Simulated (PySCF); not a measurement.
**How methods differ on the excitation energy of Ge**

Ge [Ar] 3d10 4s2 4p2 (3P) → Ge [Ar] 3d10 4s1 4p2 4d1 (high-spin determinant), as a difference of total energies. Computed with PySCF 2.14 in aug-cc-pVDZ-DK (6s5p3d, 36 functions), with scalar relativity by spin-free X2C-1e. Correlated levels: valence: [Ar] 3d10 frozen. The calculations carry no spin-orbit coupling.

```json
{"method": "UHF", "excitation energy (cm⁻¹)": "95766"}
{"method": "MP2 (valence)", "excitation energy (cm⁻¹)": "102360"}
{"method": "SCS-MP2 (valence)", "excitation energy (cm⁻¹)": "104360"}
{"method": "CCSD (valence)", "excitation energy (cm⁻¹)": "102610"}
{"method": "CCSD(T) (valence)", "excitation energy (cm⁻¹)": "102270"}
{"method": "CCSDT (valence)", "excitation energy (cm⁻¹)": "102120"}
```

A first-order spin-orbit estimate (lowest level to lowest level, LS coupling) adds 0.010 eV.

The upper state lies above the first ionisation limit, but in LS coupling its spin forbids autoionisation to the ground ion.

The promoted electron is Rydberg-like, and one or two diffuse shells describe it only roughly, which tends to raise the upper state.

The coupled-cluster amplitudes are large for the upper state (T1 above 0.03 or a double amplitude above 0.15), so a single reference is strained.

The determinant of the upper state mixes LS terms, which raises its energy above the lowest term, most at the Hartree-Fock and MP2 levels.
